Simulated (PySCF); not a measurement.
Open-shell species derived from `C#CC1CCS1(=O)=O`. All by UKS B3LYP (pcH-1 on C H O S) in PySCF, non-relativistic with spin–orbit coupling as a perturbation, on GFN2-xTB geometries; isolated species, one conformer each; SCF stability not tested. Couplings are magnitudes for isotopes of over 50 % abundance, averaged over nuclei equivalent by connectivity (but not across a short bond from an atom whose three angles sum to over 350°); populations are Mulliken's. Couplings are sensitive to structure, and on GFN2-xTB geometries they can be far from those on DFT ones, by a factor of two or more for some ions and for spin on atoms past the first row.

| species | change | ⟨S²⟩ | g1 | g2 | g3 | largest spin population on | largest couplings |
| --- | --- | --- | --- | --- | --- | --- | --- |
| C#C[C@H]1[CH]CS1(=O)=O | H removed from sp3 C | 0.755 | 1.9967 | 2.0026 | 2.0039 | carbon bonded to 2 C and H (0.95) | 1 × 1H 105 MHz, 1 × 1H 104 MHz, 1 × 1H 50 MHz, 1 × 1H 30 MHz, and 1 smaller |
| C#C[C@H]1C[CH]S1(=O)=O | H removed from sp3 C | 0.755 | 2.0016 | 2.0028 | 2.0029 | carbon bonded to C, S and H (0.95) | 1 × 1H 141 MHz, 1 × 1H 81 MHz, 1 × 1H 49 MHz, 1 × 1H 5 MHz |
| C#C[C]1CCS1(=O)=O | H removed from sp3 C | 0.769 | 2.0017 | 2.0023 | 2.0030 | carbon bonded to 2 C and S (0.68) | 2 × 1H 87 MHz, 1 × 1H 41 MHz, 2 × 1H 2 MHz |

Question: Predict the same entries for `[CH+]=[C][C@@H]1CCS1(=O)=O` [radical] (charge +1) (electron removed).

Answer: ⟨S²⟩: 0.760; g1: 2.0029; g2: 2.0066; g3: 2.0091; largest spin population on: carbon bonded to C and H (0.41); largest couplings: 1 × 1H 34 MHz, 1 × 1H 24 MHz, 1 × 1H 17 MHz, 1 × 1H 14 MHz. The largest Mulliken spin populations are on C1 (+0.41), C3 (+0.23), O8 (+0.15) and O7 (+0.10). (Numbering: [CH+:1]=[C:2][C@@H:3]1[CH2:4][CH2:5][S:6]1(=[O:7])=[O:8] (hydrogens: H9 on C1; H10 on C3; H11, H12 on C4; H13, H14 on C5).)

Question: Which has the highest and which the lowest g_iso, and which the widest g anisotropy?

Answer: Highest: [CH+]=[C][C@@H]1CCS1(=O)=O (charge +1 and doublet state) (2.0062, largest spin population on carbon bonded to C and H). Lowest: C#C[C@H]1[CH]CS1(=O)=O (2.0011, largest spin population on carbon bonded to 2 C and H). Widest: C#C[C@H]1[CH]CS1(=O)=O, g3 − g1 = 0.0072, which alone would spread the powder pattern at 94 GHz over 12.0 mT.

Question: How many first-order lines does each doublet give under fast tumbling, over what width, and where is its centre at 9.5 GHz?

Answer: 
| species | lines | width (mT) | centre (mT) |
| --- | --- | --- | --- |
| [CH+]=[C][C@@H]1CCS1(=O)=O (charge +1 and doublet state) | 16 | 3.1 | 338.33 |
| C#C[C@H]1[CH]CS1(=O)=O | 32 | 10.4 | 339.19 |
| C#C[C@H]1C[CH]S1(=O)=O | 16 | 9.8 | 338.97 |
| C#C[C]1CCS1(=O)=O | 18 | 7.9 | 338.98 |

Splittings under 0.05 mT aren't counted.

The drawing needn't show where the spin sits: the atom drawn as the radical centre holds a spin population of -0.01 in [CH+]=[C][C@@H]1CCS1(=O)=O (charge +1 and doublet state).
